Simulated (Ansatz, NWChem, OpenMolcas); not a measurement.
## A ladder of methods for GeH4 (germane)

The species is GeH4 (5 atoms), meant as a singlet with charge 0. As SMILES, `[GeH4]`. The coordinates come from a PBE0-D4/def2-TZVP relaxation.

Each level gives the atomisation enthalpy at 298 K (kJ/mol). The values are calculated. The thermal term (zero-point and 298 K enthalpy, harmonic and unscaled) is that of PBE0-D4/def2-TZVP; the spin-orbit lowering of the free atoms at 298 K, 10.4 kJ/mol by their spectra, is taken off.

Question: The value from experiment is 1153 kJ/mol (CRC Handbook of Chemistry and Physics). From what is known of these methods, estimate their order from the nearest to it to the farthest.
A. r2SCAN0/def2-TZVP (Ansatz)
B. BHLYP/def2-TZVP (Ansatz)
C. MP2/def2-TZVP (Ansatz)
D. PBE/def2-TZVP (NWChem)
E. FCI/STO-3G (Ansatz)

Answer: B (1156 kJ/mol, +3), A (1162 kJ/mol, +9), D (1132 kJ/mol, -21), C (1091 kJ/mol, -62), E (1574 kJ/mol, +421).
